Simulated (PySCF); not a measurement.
BBrGeH₄O.
InChI=1S/BBrGeH4O/c2-1-4-3/h1H,3H3

Level of theory: MP2 and CCSD/aug-cc-pVDZ in PySCF, restricted Hartree–Fock reference, 20 core orbitals frozen, non-relativistic, gas phase, PBE0-D3(BJ)/def2-SVP geometry.

E(HF) = -4749.71308 Eh.

(1) How large is the problem?

(2) What are the MP2 and CCSD correlation energies?

(3) What is the T1 diagnostic?

(4) How does correlation change the dipole moment?

Results:

(1) 154 basis functions and 84 electrons; 20 orbitals frozen, which leaves o = 22 correlated occupied and v = 112 virtual orbitals. That is o·v = 2464 singles and o·v(o·v + 1)/2 = 3036880 distinct closed-shell doubles amplitudes before symmetry; the costliest CCSD step grows as o²v⁴ = 7.6 × 10^10.

(2) MP2 -0.5527 Eh and CCSD -0.5915 Eh, which gives totals of -4750.26579 and -4750.30461 Eh. That is 0.366 eV for each correlated electron at CCSD (1553 kJ/mol in all, 0.012 % of the total energy); MP2 gives 93.4 % of the CCSD value.

(3) 0.0111, below the customary warning level of 0.02. It is the norm of the spatial-orbital singles amplitudes over the root of the number of correlated electrons, so the norm is 0.074.

(4) HF gives 2.14 D and CCSD (unrelaxed density) 2.19 D, a change of +0.05 D.

No triples correction and no basis-set extrapolation were made.

The job also held the EOM ionisation roots. The run took 9.0 min wall on an Arm Neoverse V1 with one thread, on a shared host, and the process peaked at 2.5 GiB of memory.

The values belong to the conformer `[GeH3:1][O:2][BH:3][Br:4]`: Ge1–O2–B3–Br4 1°.
